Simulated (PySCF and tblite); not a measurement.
Values are calculated unless marked as measured or tabulated.
Stationary points of C$_{3}$H$_{6}$O$_{2}$Si at PBE0-D3(BJ)/def2-SVP, in Å:

Structure A

```
 1 O    -0.705   -1.071   -0.336
 2 C    -1.512   -0.152   -0.010
 3 C    -1.137    1.089    0.500
 4 C     0.214    1.292    0.770
 5 O     1.136    0.469    0.496
 6 Si    1.176   -1.065   -0.631
 7 H    -2.582   -0.394   -0.134
 8 H    -1.882    1.838    0.761
 9 H     0.539    2.218    1.276
10 H     1.573   -2.082    0.377
11 H     0.768   -1.758   -1.906
12 H     2.411   -0.383   -1.164
```

Structure B

```
 1 O    -0.984   -1.192   -0.283
 2 C    -1.674   -0.289    0.169
 3 C    -1.165    0.982    0.615
 4 C     0.157    1.299    0.578
 5 O     1.163    0.580    0.155
 6 Si    1.479   -0.959   -0.555
 7 H    -2.776   -0.439    0.252
 8 H    -1.860    1.726    1.008
 9 H     0.478    2.286    0.942
10 H     1.287   -2.098    0.376
11 H     0.938   -1.109   -1.929
12 H     2.959   -0.786   -0.706
```

Level: PBE0/pcSseg-1 + D3(BJ) on PBE0-D3(BJ)/def2-SVP stationary points, with GFN2-xTB thermal terms.

Task: Which structure is a saddle point, and along which motion?

Result: A: one imaginary mode (159i cm⁻¹ at GFN2-xTB, mostly on H12, H11, Si6), along the shift of Si6 from O5 to O1.

Task: Give their symmetry and energies above the lowest.

Result: A Cs, 5.7 kcal/mol; B Cs, 0.0 kcal/mol.
